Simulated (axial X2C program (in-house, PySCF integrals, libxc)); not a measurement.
# Potential curves of CoB⁺, with spin–orbit coupling

All values were computed with an axial X2C code built on PySCF integrals. Two-component (2c) means X2C with spin–orbit coupling and atomic mean-field two-electron Coulomb and Gaunt terms. Basis: Co dyall-cv3z [9s10p6d3f2g], B dyall-v3z [7s6p2d1f] (cores contracted in-house); Gaussian nuclei, density fitting, unrestricted open shells. Masses: Co 58.933 u, B 11.009 u.

State: Ω = 7/2 (⟨Sz⟩ = 1.50, ⟨Lz⟩ = 2.00 at HF). Energies in kJ/mol from the lowest point of each curve. Fits are polynomials in 1 − R0/R over 0.85 to 1.23 times the lowest point R0.

```
 R (Å)   CCSD   PBE0  TPSSh  CCSD(T)
1.6617         46.17  41.12         
1.7381  23.24  18.90  15.39    16.49
1.7954  10.52   7.26   4.93     5.60
1.8527   3.20   1.39   0.25     0.59
1.9100   0.00   0.00   0.00     0.00
1.9768   0.01   2.62   3.89     3.19
2.0437   2.81   8.53  11.00     9.14
2.1296   9.07  19.25  23.15    19.16
2.2347         34.92  40.48         
2.3875         58.99  66.91
```

Correlated methods: 11 electrons correlated (number of frozen shells: Co 3 s, 2 p; B 1 s), 229 virtual spin orbitals or spinors in MP2, 90 natural virtuals in coupled cluster.

Occupations by symmetry block were frozen at the best pattern of an incomplete PBE0 search. Density functionals use the spin component along the axis (collinear). Coupled cluster ran in a truncated set of natural virtual spinors; the MP2 energy of the rest was added. (T) has no such correction and the atoms are truncated less, which lowers De at CCSD(T) by a hundredth of an eV or more. Other states lie close and PBE0, whose exact exchange favours high spin, may order them wrongly; the determinant shown need not be the ground state. The nearest other 2c determinant of the search, Ω = 1/2, lies 0.12 eV up at the distance of the search. The functionals have no current-density term, which raises determinants with orbital currents, atoms included. With several unpaired electrons one determinant need not be a pure state. The T1 diagnostic is large, a sign of multireference character. Coupled cluster ran on the points near the minimum only. MP2 and coupled cluster on one determinant become unreliable at the stretched end.

Question: Fit the CCSD curve near its minimum: give the equilibrium distance and the harmonic wavenumber.

Answer: At CCSD, 2c: Re = 1.942 Å, ωe ≈ 480 cm⁻¹; Be follows as 0.482 cm⁻¹.

Question: What are Re and ωe at the PBE0 level?

Answer: At PBE0, 2c: Re = 1.902 Å, ωe ≈ 571 cm⁻¹; Be follows as 0.502 cm⁻¹.

Question: Fit the TPSSh curve near its minimum: give the equilibrium distance and the harmonic wavenumber.

Answer: At TPSSh, 2c: Re = 1.884 Å, ωe ≈ 593 cm⁻¹; Be follows as 0.512 cm⁻¹.

Question: Fit the CCSD(T) curve near its minimum: give the equilibrium distance and the harmonic wavenumber.

Answer: At CCSD(T), 2c: Re = 1.890 Å, ωe ≈ 572 cm⁻¹; Be follows as 0.509 cm⁻¹.
